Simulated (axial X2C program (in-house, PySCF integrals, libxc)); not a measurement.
# Worked dissociation energy of HfF: PBE0, spin-free

All values were computed with an in-house relativistic program for diatomic molecules. Spin-free means the one-electron spin-free X2C Hamiltonian. Basis: Hf dyall-cv3z [13s14p9d7f4g], F dyall-av3z [7s6p3d2f] (cores contracted in-house); Gaussian nuclei, density fitting, unrestricted open shells. Masses: Hf 179.947 u, F 18.998 u.

Molecular state: M_S = 1/2, Λ = 2 (beyond evenly filled blocks: δ+α).

| Property | Result |
| --- | --- |
| E(Hf) (2M_S = 2, M_L = 0) | -15078.521579 hartree |
| E(F) (2M_S = 1, M_L = 0) | -99.770025 hartree |
| E(HfF) at Re | -15178.539720 hartree |
| ωe | 681.1 cm⁻¹ |
| ωexe | 2.83 cm⁻¹ |

Question: Work out De and D0.

Answer: De = -15078.521579 + (-99.770025) − (-15178.539720) = 0.24812 hartree = 6.752 eV. The zero-point energy is ωe/2 − ωexe/4 = 340 cm⁻¹ = 0.042 eV, so D0 = 6.709 eV.

The state is a single determinant with fixed occupations, the lowest that a limited PBE0 search found. De is counted from the lowest determinant-based energies of the atoms at the same level, without counterpoise correction. The functionals have no current-density term, which raises determinants with orbital currents, atoms included.

Each atomic determinant is the lowest at this level and need not be a pure term. Totals compare only within one Hamiltonian and basis.
